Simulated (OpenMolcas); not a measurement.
Multiconfigurational calculation on Ru⁺

Input:

```
&GATEWAY
Coord
1

Ru 0.0 0.0 0.0
Basis=ANO-R1
Group=XYZ
NoMove
AngMom=0.0 0.0 0.0
AMFI
&SEWARD
&RASSCF
FileOrb=start.orb
Symmetry=1
Spin=4
nActEl=7 0 0
Inactive=9 9
Ras2=5 0
CIRoot=10 10 1
SDav=10
CIMx=300
Iter=120 100
PrWF=0.3
OrbListing=Nothing
MaxOrb=0
Atom
>>> COPY $Project.JobIph JOB001
&RASSCF
FileOrb=start.orb
Symmetry=1
Spin=2
nActEl=7 0 0
Inactive=9 9
Ras2=5 0
CIRoot=40 40 1
SDav=40
CIMx=300
Iter=120 100
PrWF=0.3
OrbListing=Nothing
MaxOrb=0
Atom
>>> COPY $Project.JobIph JOB002
&RASSI
NrOfJobIphs=2 10 40
1 2 3 4 5 6 7 8 9 10
1 2 3 4 5 6 7 8 9 10 11 12 13 14 15 16 17 18 19 20 21 22 23 24 25 26 27
28 29 30 31 32 33 34 35 36 37 38 39 40
IphNames
JOB001
JOB002
EJob
SpinOrbit
DIPRint=1.0
SOCoupling=1000.0
Subsets=2
MEES
Property=10
'ANGMOM' 1 'ANGMOM' 2 'ANGMOM' 3 'MLTPL  1' 1 'MLTPL  1' 2 'MLTPL  1' 3
'AMFI' 1 'AMFI' 2 'AMFI' 3 'MLTPL  2' 6
SOProperty=3
'ANGMOM' 1 'ANGMOM' 2 'ANGMOM' 3
```

Launched by
```bash
OMP_NUM_THREADS=1 MOLCAS_MEM=1689 MOLCAS_PROJECT=a pymolcas a.inp > a.log  # once for each step of the input, in one work folder
```

A driver script runs the steps one by one and writes start.orb anew before each from the orbitals found so far.

Output, cut to the results:

```
--- SEWARD ---
Basis set label: RU.ANO-R...6S4P3D1F.

      Electronic valence basis set:
      ------------------
      Associated Effective Charge  44.000000 au
      Associated Actual Charge     44.000000 au
      Nuclear Model: Finite nucleus - Gaussian distribution
        Gaussian exponent, Xi/bohr**(-2):  2.09653E+08

      Shell  nPrim  nBasis  Cartesian Spherical Contaminant
         s      23       6        X
         p      16       4        X
         d      12       3                 X
         f       6       1                 X
                  Relativistic X2C integrals
                  Atomic mean-field integrals
--- RASSCF ---
Wave function specifications:
      -----------------------------

      Number of closed shell electrons          36
      Number of electrons in active shells       7
      Max number of holes in RAS1 space          0
      Max nr of electrons in RAS3 space          0
      Number of inactive orbitals               18
      Number of active orbitals                  5
      Number of secondary orbitals              17
      Spin quantum number                      1.5
      State symmetry                             1
Orbital specifications:
      -----------------------

      Symmetry species                           1   2
                                                ag  au
      Frozen orbitals                            0   0
      Inactive orbitals                          9   9
      Active orbitals                            5   0
      RAS1 orbitals                              0   0
      RAS2 orbitals                              5   0
      RAS3 orbitals                              0   0
      Secondary orbitals                         7  10
      Deleted orbitals                           0   0
      Number of basis functions                 21  19
      Number of CSFs                            10
      Number of root(s) required                10
      Iter CI   SX   CI       RASSCF       Energy    max ROT     max BLB   max BLB  Level Ln srch  Step   QN
          iter iter root      energy       change     param      element    value   shift minimum  type update
 Nr of preliminary CI iterations:   1
      Total energies have been shifted. Add                -4000.00 au
        1   1    5    0  -527.78261402    0.00E+00   2.18E-03    9  16 1  1.54E-02*  0.00   0.00    SX    NO
        2   1    5    0  -527.78268580   -7.18E-05*  2.08E-03   10  17 1  3.65E-03*  0.00   0.00    SX    NO
        3   1    5    0  -527.78270081   -1.50E-05*  1.31E-03    9  12 2 -2.66E-03*  0.00   0.00    SX    NO
        4   1    4    0  -527.78270728   -6.47E-06*  9.14E-04    9  12 2  1.70E-03*  0.00   0.00    SX    NO
        5   1    4    0  -527.78271029   -3.01E-06*  3.70E-04    8  11 2 -1.18E-03*  0.00   0.59    LS   YES
        6   1    3    0  -527.78271292   -2.62E-06* -2.90E-06    9  16 1  2.28E-05   0.00   1.00    QN   YES
        7   1    3    0  -527.78271292   -3.37E-10  -6.61E-07    9  16 1  3.63E-06   0.00   1.22    QN   YES
      Convergence after  7 iterations
        8   1    3    0  -527.78271292   -8.19E-12  -6.61E-07    9  16 1 -5.42E-08   0.00   1.22    QN   YES
      Natural orbitals and occupation numbers for root  1
      sym 1:   1.795183   1.000000   1.204817   1.204817   1.795183
      Natural orbitals and occupation numbers for root  2
      sym 1:   1.682462   1.317538   1.682462   1.317538   1.000000
      Natural orbitals and occupation numbers for root  3
      sym 1:   1.819309   1.180691   1.819309   1.000000   1.180691
::    RASSCF root number  1 Total energy:  -4527.79906050
::    RASSCF root number  2 Total energy:  -4527.79906050
::    RASSCF root number  3 Total energy:  -4527.79906050
::    RASSCF root number  4 Total energy:  -4527.79906050
::    RASSCF root number  5 Total energy:  -4527.79906050
::    RASSCF root number  6 Total energy:  -4527.79906050
::    RASSCF root number  7 Total energy:  -4527.79906050
::    RASSCF root number  8 Total energy:  -4527.74456857
::    RASSCF root number  9 Total energy:  -4527.74456857
::    RASSCF root number 10 Total energy:  -4527.74456857
--- RASSCF ---
Wave function specifications:
      -----------------------------

      Number of closed shell electrons          36
      Number of electrons in active shells       7
      Max number of holes in RAS1 space          0
      Max nr of electrons in RAS3 space          0
      Number of inactive orbitals               18
...
--- RASSI ---
SPIN-FREE ENERGIES:
  (Shifted by EMIN (a.u.) =      -4527.7990604956)

 SF State       Relative EMIN(au)   Rel lowest level(eV)    D:o, cm**(-1)      L_eff

     1             0.0000000000        0.0000000000              0.0000         3.0
     2             0.0000000000        0.0000000000              0.0000         3.0
     3             0.0000000000        0.0000000000              0.0000         3.0
     4             0.0000000000        0.0000000000              0.0000         3.0
     5             0.0000000000        0.0000000000              0.0000         3.0
     6             0.0000000000        0.0000000000              0.0000         3.0
     7             0.0000000000        0.0000000000              0.0000         3.0
     8             0.0544919220        1.4828007361          11959.5945         1.0
     9             0.0544919220        1.4828007361          11959.5945         1.0
    10             0.0544919220        1.4828007361          11959.5945         1.0
    11             0.0573351309        1.5601683918          12583.6067         4.0
    12             0.0573351309        1.5601683918          12583.6067         4.0
    13             0.0573351309        1.5601683918          12583.6067         4.0
    14             0.0573351309        1.5601683918          12583.6067         4.0
    15             0.0573351309        1.5601683918          12583.6067         4.0
    16             0.0573351309        1.5601683918          12583.6067         4.0
    17             0.0573351309        1.5601683918          12583.6067         4.0
    18             0.0573351309        1.5601683918          12583.6067         4.0
    19             0.0573351309        1.5601683918          12583.6067         4.0
    20             0.0754338619        2.0526599527          16555.8190         4.8
    21             0.0754338619        2.0526599527          16555.8190         3.9
...
```

Levels above the lowest, from the spin-orbit matrix, grouped by J:

```json
{"Configuration": "4d⁷", "Term": "⁴F", "J": "9/2", "E (cm⁻¹)": "0.0", "Measured (cm⁻¹)": "0.0", "Term weight %": "99", "Second": ""}
{"Configuration": "4d⁷", "Term": "⁴F", "J": "7/2", "E (cm⁻¹)": "1534", "Measured (cm⁻¹)": "1523", "Term weight %": "100", "Second": ""}
{"Configuration": "4d⁷", "Term": "⁴F", "J": "5/2", "E (cm⁻¹)": "2572", "Measured (cm⁻¹)": "2494", "Term weight %": "99", "Second": ""}
{"Configuration": "4d⁷", "Term": "⁴F", "J": "3/2", "E (cm⁻¹)": "3250", "Measured (cm⁻¹)": "3104", "Term weight %": "99", "Second": ""}
{"Configuration": "4d⁷", "Term": "⁴P", "J": "5/2", "E (cm⁻¹)": "12945", "Measured (cm⁻¹)": "8257", "Term weight %": "99", "Second": ""}
{"Configuration": "4d⁷", "Term": "⁴P", "J": "3/2", "E (cm⁻¹)": "13084", "Measured (cm⁻¹)": "8478", "Term weight %": "84", "Second": "15 ²P"}
{"Configuration": "4d⁷", "Term": "²G", "J": "9/2", "E (cm⁻¹)": "13337", "Measured (cm⁻¹)": "", "Term weight %": "91", "Second": "7 ²H"}
{"Configuration": "4d⁷", "Term": "⁴P", "J": "1/2", "E (cm⁻¹)": "14041", "Measured (cm⁻¹)": "9374", "Term weight %": "94", "Second": "6 ²P"}
{"Configuration": "4d⁷", "Term": "²G", "J": "7/2", "E (cm⁻¹)": "14860", "Measured (cm⁻¹)": "", "Term weight %": "99", "Second": ""}
{"Configuration": "4d⁷", "Term": "²P", "J": "3/2", "E (cm⁻¹)": "17478", "Measured (cm⁻¹)": "", "Term weight %": "62", "Second": "24 ²D(1)"}
{"Configuration": "4d⁷", "Term": "²H", "J": "11/2", "E (cm⁻¹)": "17670", "Measured (cm⁻¹)": "", "Term weight %": "100", "Second": ""}
{"Configuration": "4d⁷", "Term": "²P", "J": "1/2", "E (cm⁻¹)": "19063", "Measured (cm⁻¹)": "", "Term weight %": "94", "Second": "6 ⁴P"}
{"Configuration": "4d⁷", "Term": "²H", "J": "9/2", "E (cm⁻¹)": "19139", "Measured (cm⁻¹)": "", "Term weight %": "93", "Second": "7 ²G"}
{"Configuration": "4d⁷", "Term": "²D(1)", "J": "5/2", "E (cm⁻¹)": "19275", "Measured (cm⁻¹)": "", "Term weight %": "98", "Second": ""}
{"Configuration": "4d⁷", "Term": "²D(1)", "J": "3/2", "E (cm⁻¹)": "21816", "Measured (cm⁻¹)": "", "Term weight %": "74", "Second": "23 ²P"}
{"Configuration": "4d⁷", "Term": "²F", "J": "5/2", "E (cm⁻¹)": "29652", "Measured (cm⁻¹)": "", "Term weight %": "99", "Second": ""}
{"Configuration": "4d⁷", "Term": "²F", "J": "7/2", "E (cm⁻¹)": "30361", "Measured (cm⁻¹)": "", "Term weight %": "100", "Second": ""}
{"Configuration": "4d⁷", "Term": "²D(2)", "J": "3/2", "E (cm⁻¹)": "46247", "Measured (cm⁻¹)": "", "Term weight %": "100", "Second": ""}
{"Configuration": "4d⁷", "Term": "²D(2)", "J": "5/2", "E (cm⁻¹)": "46984", "Measured (cm⁻¹)": "", "Term weight %": "99", "Second": ""}
```

Against the 6 measured excited levels shown (NIST Handbook of Basic Atomic Spectroscopic Data) the mean absolute deviation is 2400 cm-1; the largest miss in energy is 4d⁷ ⁴P_5/2: computed 12945, measured 8257 cm⁻¹ (+56.8 %).

Configurations with an s electron lie low at this charge and mix in, so terms can be misplaced. Without dynamic correlation excited terms often stand tens of per cent too high (terms of higher spin than the ground term too low), and those without a measured partner can miss by more than the paired ones. Measured partners are found by configuration, term and J. A level has none where our copy of the source lacks it or the pairing is in doubt (some pairs that miss far off the trend of their configuration count as doubtful), and it then counts in no deviation. Only configurations of the active space appear.

The term weight is that of the spin-free term in the level, not the purity of its configuration. A number in round brackets counts repeated terms of one configuration in the order of the reference energies.
